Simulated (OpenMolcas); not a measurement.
**Lines of Si: computed and rescaled rates**

| Quantity | Value |
| --- | --- |
| Program | OpenMolcas 26.06 |
| Method | SS-CASPT2, IPEA 0.25 Eh, imaginary shift 0.1 Eh (closed shells correlated: 2s 2p) |
| Basis | ANO-R3 [6s5p4d2f1g] |
| Scalar Hamiltonian | X2C, finite nucleus |
| Active space | 4 electrons in 4 orbitals (3s 3p) |
| State averaging | 2S+1 = 3 even, 3 roots; 2S+1 = 1 even, 6 roots; 2S+1 = 5 odd, 1 root; 2S+1 = 3 odd, 8 roots |
| Spin-orbit coupling | state interaction with AMFI integrals over the reference wave functions, term energies averaged over their components |

Rates come from the transition moments of the reference wave functions (E1 and E2 in the length form). At fixed line strength A goes as λ^-3 for E1 and M1 and as λ^-5 for E2, so a rate at the computed wavelength can be rescaled to the measured one. Measured vacuum wavelengths follow from level energies in NIST Handbook of Basic Atomic Spectroscopic Data. Branching counts decays inside the model space alone, at computed energies, and the table is only a selection of the E2 and M1 lines, drawn from those between levels with measured partners whose computed energy lies within a factor of 1.5 of the measured one.

| Upper | Lower | Type | λ computed (nm) | λ measured (nm) | A computed (s-1) | A rescaled (s-1) | Branching % |
| --- | --- | --- | --- | --- | --- | --- | --- |
| 3s² 3p² ³P₂ | 3s² 3p² ³P₁ | M1 | 79140 | 68470 | 2.73e-05 | 4.22e-05 | 100.0 |
| 3s² 3p² ¹D₂ | 3s² 3p² ³P₂ | M1 | 1764 | 1646 | 1.83e-03 |  | 73.2 |
| 3s² 3p² ¹D₂ | 3s² 3p² ³P₂ | E2 | 1764 | 1646 | 1.55e-05 |  | 0.6 |
| 3s² 3p² ¹D₂ | 3s² 3p² ³P₁ | M1 | 1725 | 1607 | 6.53e-04 |  | 26.1 |
| 3s² 3p² ¹S₀ | 3s² 3p² ¹D₂ | E2 | 1203 | 1099 | 5.85e-01 | 9.19e-01 | 95.7 |
| 3s² 3p² ¹S₀ | 3s² 3p² ³P₁ | M1 | 708.9 | 652.9 | 2.55e-02 |  | 4.2 |

Spin-changing lines and M1 lines between different terms are not rescaled, since their strength hangs on the term gaps too.

The largest correction is for 3s² 3p² ¹S₀ → 3s² 3p² ¹D₂ (E2): 5.85e-01 × (1203 / 1099)^5 = 9.19e-01 s-1, a factor of 1.57.

No measured rate stands beside these. Rescaling mends the energy factor alone: line strengths can still be far off where a level mixes with configurations outside the active space, and weak or spin-changing lines hang on small mixing coefficients that depend on the term gaps too, so rescaling need not improve them.

CASPT2 breaks the degeneracy within a term, and the mean is taken; among the terms shown or strongly mixed into the levels shown the widest spread is 19 cm-1 (3s² 3p² ¹D). Over all roots computed the reference weight is 0.86 to 0.97; the roots of lowest weight are the least certain, and an intruder state may touch them. Measured partners are found by configuration, term and J. A level has none where our copy of the source lacks it or the pairing is in doubt (some pairs that miss far off the trend of their configuration count as doubtful). Only configurations of the active space appear.
